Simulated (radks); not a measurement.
Values are calculated unless marked as measured or tabulated.
Coulomb parameter of the 3d shell of neutral nickel in the model configuration [Ar] 3d6 4s2 4p2, as a second difference U = [E(n + 0.5) + E(n - 0.5) - 2 E(n)] / (0.5)^2 with all orbitals relaxed. "Bare": the charge of the atom changes with n. "Screened": the 4p shell takes up the change at fixed total charge, which measures U(3d,3d) + U(4p,4p) - 2 U(3d,4p). Code: a radial shooting solver on a logarithmic mesh with Libxc functionals. Model: scalar-relativistic Kohn-Sham, PBEsol, spin-unpolarised, spherical densities, finite nucleus; Fermi nuclear charge, rms radius 3.7757 fm.

[
 {"case": "start", "configuration": "[Ar] 3d6 4s2 4p2", "E - E(n) (eV)": "0.000"},
 {"case": "bare +0.5", "configuration": "[Ar] 3d6.5 4s2 4p2", "E - E(n) (eV)": "-10.230"},
 {"case": "bare -0.5", "configuration": "[Ar] 3d5.5 4s2 4p2", "E - E(n) (eV)": "14.121"},
 {"case": "screened +0.5", "configuration": "[Ar] 3d6.5 4s2 4p1.5", "E - E(n) (eV)": "-9.294"},
 {"case": "screened -0.5", "configuration": "[Ar] 3d5.5 4s2 4p2.5", "E - E(n) (eV)": "11.065"}
]

U(bare) = 15.564 eV, U(screened by 4p) = 7.085 eV, against the Slater integral F0(3d,3d) = 28.881 eV with frozen orbitals. The step up makes a negative ion, whose loosely bound charge lowers the bare value.
